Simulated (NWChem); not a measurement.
# methylammonium (CH$_{6}$N cation); SMILES C[NH3+]

Computed with NWChem. All runs use the structure optimised with B3LYP/6-31G* (spherical d). COSMO at PBE/def2-SVP, default radii, gas-phase geometry; f = (ε − 1)/ε scales the surface charges.

```
row            f  electrostatic solvation energy (kcal/mol)
--------  ------  -----------------------------------------
ε = 2.0   0.5000                                     -37.40
ε = 4.8   0.7917                                     -59.41
ε = 7.6   0.8684                                     -65.23
ε = 11.7  0.9145                                   withheld
ε = 37.5  0.9733                                     -73.20
```

### Question
Fit a straight line of the last column on the one before it, predict the withheld value, and compare with the run.

### Answer

1. Means of the 4 shown rows: x = 0.78335, y = -58.810. Slope Σ(x − x̄)(y − ȳ)/Σ(x − x̄)² = -9.351/0.1237 = -75.61; intercept 0.419.
2. The shown rows scatter about the line by 0.023 (root mean square); the largest residual is +0.03, at ε = 4.8.
3. At x = 0.9145 (ε = 11.7; inside the shown range) the line gives -68.73.
4. The run gives -68.73, 0.00 from the line, 0.0 times the scatter.
